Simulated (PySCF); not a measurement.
PySCF input file for CCl2F3In, SMILES F[C](F)(F)[In]([Cl])[Cl], PBE-D3(BJ)/def2-SVP. Coordinates come from a PBE-D3(BJ)/def2-SVP optimisation. The structure was generated by enumeration; whether it is a known compound was not checked. The def2 effective core potentials stand for the cores of In; spin–orbit coupling is left out.

```python
import numpy as np
from pyscf import gto, scf, dft, df
from pyscf.hessian import thermo

mol = gto.M(
    atom='''
    In   -0.04892652    0.08489305    0.36560772
    C     0.20522527   -0.41575594   -1.79966721
    F    -0.67611893    0.25567500   -2.56541660
    F     0.02664488   -1.73580518   -2.00930032
    F     1.45103218   -0.09003948   -2.20681363
    Cl   -1.25623571    1.96845533    1.10203683
    Cl    0.90047243   -1.23514340    2.06955137
    ''',
    basis='def2-SVP',
    ecp={'In': 'def2-svp'},
    charge=0,
    spin=0,
    max_memory=1600,
    verbose=3,
)
mf = dft.RKS(mol, xc='pbe').density_fit(auxbasis='def2-universal-jkfit')
mf.disp = 'd3bj'
mf.grids.level = 3
mf.conv_tol = 1e-11
mf.max_cycle = 100
mf.kernel()

# [left out here: the lines that compute and print the analytic Hessian (its translational invariance restored by hand, since the grid's response is missing), thermochemistry and intensities]
```

Program output:

```
converged SCF energy = -1447.02379202491

WARN: DFTD3 does not support analytical Hessian, using finite difference


WARN: Mole.unit (angstrom) is changed to Bohr

Mode                                 0                   1                   2
Irrep
Freq [cm^-1]                        2.6425             52.7519             68.3968
Reduced mass [au]                  21.4405             29.7650             38.2845
Force const [Dyne/A]                0.0001              0.0488              0.1055
Char temp [K]                       3.8020             75.8982             98.4077
Normal mode                   x     y     z       x     y     z       x     y     z
       0  In                 0.00  0.00 -0.00   -0.02  0.03 -0.01    0.05  0.03 -0.00
       1   C                 0.00  0.00  0.00    0.02 -0.02  0.01    0.01  0.00 -0.00
       2   F                 0.08  0.08 -0.01    0.04 -0.07 -0.05   -0.03 -0.01  0.02
       3   F                -0.11  0.02 -0.01    0.03 -0.04  0.07   -0.02 -0.00  0.05
       4   F                 0.04 -0.11  0.03    0.03 -0.04  0.03   -0.01 -0.03 -0.08
       5  Cl                -0.05 -0.03  0.01    0.00  0.01  0.08   -0.06 -0.04  0.01
       6  Cl                 0.05  0.03 -0.00    0.01 -0.03 -0.08   -0.06 -0.04  0.00
Mode                                 3                   4                   5
Irrep
Freq [cm^-1]                       90.2739            188.2174            200.1526
Reduced mass [au]                  35.1938             20.4496             18.9690
Force const [Dyne/A]                0.1690              0.4268              0.4477
Char temp [K]                     129.8840            270.8030            287.9750
Normal mode                   x     y     z       x     y     z       x     y     z
       0  In                 0.00 -0.01 -0.03   -0.03 -0.02  0.00    0.01 -0.02  0.00
       1   C                 0.00 -0.01 -0.03    0.07  0.05 -0.01   -0.05  0.07 -0.02
       2   F                 0.01 -0.01 -0.03    0.02  0.03  0.04    0.01 -0.01 -0.15
       3   F                 0.00 -0.01 -0.03    0.02  0.03  0.10   -0.04  0.05  0.11
       4   F                 0.00 -0.01 -0.03    0.03 -0.02 -0.15   -0.02  0.05  0.03
       5  Cl                 0.03 -0.04  0.10    0.01  0.01 -0.00    0.01 -0.01 -0.02
       6  Cl                -0.05  0.08  0.06    0.01  0.01  0.00    0.00 -0.00  0.02
Mode                                 6                   7                   8
Irrep
Freq [cm^-1]                      221.8490            351.9147            372.8756
Reduced mass [au]                  23.8615             40.8851             44.7418
Force const [Dyne/A]                0.6919              2.9833              3.6652
Char temp [K]                     319.1913            506.3270            536.4849
Normal mode                   x     y     z       x     y     z       x     y     z
       0  In                 0.00 -0.01 -0.04    0.00 -0.01 -0.04   -0.03  0.04 -0.01
       1   C                -0.00  0.02  0.08    0.00 -0.00 -0.00    0.00 -0.00  0.00
       2   F                -0.02  0.03  0.11   -0.01  0.01  0.02   -0.00  0.00  0.00
       3   F                -0.01  0.01  0.10   -0.00  0.00  0.02   -0.00  0.00 -0.00
       4   F                -0.00  0.02  0.09    0.00  0.01  0.02   -0.00  0.00 -0.00
       5  Cl                 0.02 -0.04 -0.01   -0.05  0.08  0.03    0.05 -0.08 -0.03
       6  Cl                -0.02  0.03 -0.03    0.04 -0.06  0.07    0.04 -0.06  0.07
Mode                                 9                  10                  11
Irrep
Freq [cm^-1]                      504.6738            504.8894            705.4776
Reduced mass [au]                  18.2336             18.2100             17.3258
Force const [Dyne/A]                2.7362              2.7350              5.0806
Char temp [K]                     726.1132            726.4235           1015.0251
Normal mode                   x     y     z       x     y     z       x     y     z
       0  In                -0.00 -0.00  0.00   -0.00  0.00 -0.00    0.00 -0.00 -0.01
       1   C                 0.07  0.04 -0.00    0.04 -0.06  0.02   -0.01  0.03  0.12
       2   F                -0.06 -0.12  0.02    0.11 -0.04  0.03    0.09 -0.08  0.01
       3   F                -0.08  0.09 -0.03   -0.11 -0.07 -0.00    0.02  0.11 -0.04
       4   F                 0.12  0.01  0.01   -0.02  0.13 -0.03   -0.11 -0.04 -0.02
       5  Cl                 0.00  0.00 -0.00   -0.00  0.00  0.00   -0.00  0.00  0.00
       6  Cl                 0.00  0.00 -0.00   -0.00  0.00 -0.00    0.00 -0.00  0.00
Mode                                12                  13                  14
Irrep
Freq [cm^-1]                     1076.5246           1125.2002           1138.2181
Reduced mass [au]                  13.5558             13.4093             13.3794
Force const [Dyne/A]                9.2560             10.0027             10.2126
Char temp [K]                    1548.8792           1618.9126           1637.6424
Normal mode                   x     y     z       x     y     z       x     y     z
       0  In                -0.00  0.00  0.00   -0.00 -0.00  0.00   -0.00  0.00  0.00
       1   C                 0.05 -0.05 -0.23   -0.20 -0.14 -0.01   -0.13  0.19 -0.07
       2   F                 0.03 -0.02  0.05    0.03 -0.00  0.02    0.06 -0.05  0.06
       3   F                 0.00  0.06  0.03    0.02  0.07  0.02    0.00 -0.07 -0.01
       4   F                -0.07 -0.01  0.05    0.08  0.02 -0.03    0.02 -0.01 -0.00
       5  Cl                 0.00 -0.00 -0.00   -0.00 -0.00 -0.00    0.00 -0.00 -0.00
       6  Cl                -0.00  0.00 -0.00   -0.00  0.00 -0.00    0.00 -0.00  0.00
temperature 298.1500 [K]
pressure 101325.00 [Pa]
Rotational constants [GHz] 1.35998 0.83637 0.57098
Symmetry number 1
Zero-point energy (ZPE) 0.01505 [Eh]   39501.040 [J/mol]
                           tot       elec      trans        rot        vib
Entropy [J/mol/K]       446.116      0.000    177.841    127.957    140.319
Cv [J/mol/K]            111.125      0.000     12.472     12.472     86.182
Cp [J/mol/K]            119.439      0.000     20.786     12.472     86.182
Internal energy [J/mol]                      3718.434   3718.434  56051.385
Internal energy [Eh]   -1446.99961  -1447.02379
Enthalpy [J/mol]                             6197.391   3718.434  56051.385
Enthalpy [Eh]          -1446.99867
Gibbs free energy [J/mol]                  -46825.977 -34431.806  14215.382
Gibbs free energy [Eh] -1447.04933
mode   freq/cm-1   IR/(km/mol)
   1        2.64         0.018
   2       52.75         3.383
   3       68.40         7.417
   4       90.27         6.679
   5      188.22         1.076
   6      200.15         1.690
   7      221.85         3.149
   8      351.91        42.179
   9      372.88        54.095
  10      504.67         0.102
  11      504.89         0.079
  12      705.48        16.319
  13     1076.52       464.757
  14     1125.20       219.151
  15     1138.22       195.493
max |gradient| / (hartree/bohr): 0.00013388929432413157
APT charges: [ 1.2411  1.5945 -0.6056 -0.6004 -0.5937 -0.5181 -0.5178]
```

The run converged.
